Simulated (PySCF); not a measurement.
H₄O, SMILES [OH4+2], charge +2. Heavy atoms are numbered as in [OH4+2:1]. Hydrogens are named by the atom that carries them.

The structure is a stationary point at r2SCAN-D4/def2-TZVPD.

Calculation: PBE/pcSseg-2 (PySCF).

GIAO shieldings, no solvent; atoms alike by connectivity are averaged. δ = σ(ref) − σ: ¹⁷O against H2O (σ = 327.5 ppm); ¹H against TMS (σ = 31.47 ppm), references at their B3LYP-D3(BJ)/def2-TZVP geometries, non-relativistic.

| nucleus | atoms | count | δ (ppm) |
|---|---|---|---|
| ¹⁷O | O1 (OH4) | 1 | 49.3 |
| ¹H | H on O1 | 4 | 13.61 |
